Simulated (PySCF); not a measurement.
A structure optimised at r2SCAN-D4/def2-SVP, used in a PySCF frequency run:

```
O
Si 1 1.6779
H 2 1.4907 1 106.11
H 2 1.4943 3 109.48 1 -120.66
H 2 1.4959 3 109.59 4 -118.86
Te 1 2.0225 2 121.67 3 179.14
S 6 2.3783 1 101.45 2 76.37
C 7 1.8292 6 104.51 1 82.55
H 8 1.0982 7 110.58 6 -63.21
H 8 1.0984 9 110.44 7 -123.57
H 8 1.1010 9 109.26 10 -120.40
```
Charge 0, spin multiplicity 1.

Problem. Write its SMILES and formula.

Solution. CS[Te]O[SiH3], CH6OSSiTe

Problem. What are its rotational constants (standard atomic weights)?

Solution. 2.2919, 1.0934, 0.84186 GHz
